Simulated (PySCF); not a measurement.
**NiO⁻ at LC-ωPBE**

Computed with LC-ωPBE; PySCF, no relativity, basis sets Ni def2-TZVPPD, O def2-TZVPPD.

For NiO⁻, the state is ⁴Σ⁻ (quartet), unpaired electrons σ ↑, π ↑↑ and the bond length is 0.1641 nm. The harmonic wavenumber is 883 cm⁻¹. The force constant is 5.76 mdyn/Å, the rotational constant Be is 0.4994 cm⁻¹ and the anharmonicity ωexe is 4.35 cm⁻¹. The vibration–rotation constant αe is 0.00351 cm⁻¹. The bond order (Mayer) is 1.23. The dipole moment (positive dipole points towards O; it is taken about the centre of mass and depends on that origin) is -0.83 D.

De is left out where the level can put another filling of the metal’s s and d shells below the measured ground configuration, by anything from nothing to about 1 eV. With d or f electrons several states lie close, and the lowest PBE0 determinant need not be the measured ground state.
